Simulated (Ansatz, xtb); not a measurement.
## Ligand exchange: CH4O + B(CH3)(SiH3)2 → CH6OSi + BH(CH3)(SiH3)

Species: CH4O (methanol) `CO`, singlet; B(CH3)(SiH3)2, singlet; CH6OSi `CO[SiH3]`, singlet; BH(CH3)(SiH3), singlet. The partners trade H for SiH3: O–H and B–SiH3 bonds give way to O–SiH3 and B–H.

Shapes, held fixed at every level: PBE0-D4/def2-TZVP. Programs: Ansatz 0.2.0, xtb 6.7.1. The zero-point and thermal change to 298 K, harmonic and unscaled (PBE0-D4/def2-TZVP), is -3.5 kJ/mol.

```csv
level,kind,ΔH(298 K) (kJ/mol),less CCSD(T)/CBS estimate,CPU time (sum over the molecules)
GFN2-xTB,semi-empirical,-209.4,-107.6,0.15 s
HF/def2-SVP,Hartree–Fock,-114.8,-13.0,–
SPW92/def2-TZVPP,LDA,-83.2,+18.6,10 s
r2SCAN0-D4/def2-TZVPP,global hybrid,-100.2,+1.6,36 s
wB97X-V/def2-TZVPP,range-separated hybrid,-102.6,-0.8,63 s
CCSD(T)/def2-TZVPP,coupled cluster or CI,-102.2,-0.4,5.7 min
CCSD/def2-TZVPP,coupled cluster or CI,-105.8,-4.0,–
CCSD(T)/CBS estimate,coupled cluster or CI,-101.8,0.0,11 min
```

The highest level, CCSD(T)/CBS estimate, gives ΔH(298 K) = -101.8 kJ/mol; the levels span -209.4 to -83.2. GFN2-xTB strays far from the other rows. The column of differences is taken from that level and isn't an error. No measured value is set beside it here. The CBS estimate extrapolates MP2 from def2-TZVPP and def2-QZVPP and adds CCSD(T) − MP2 in the triple-zeta set, cores frozen. Times are processor times on shared x86 and Arm servers, and rough.
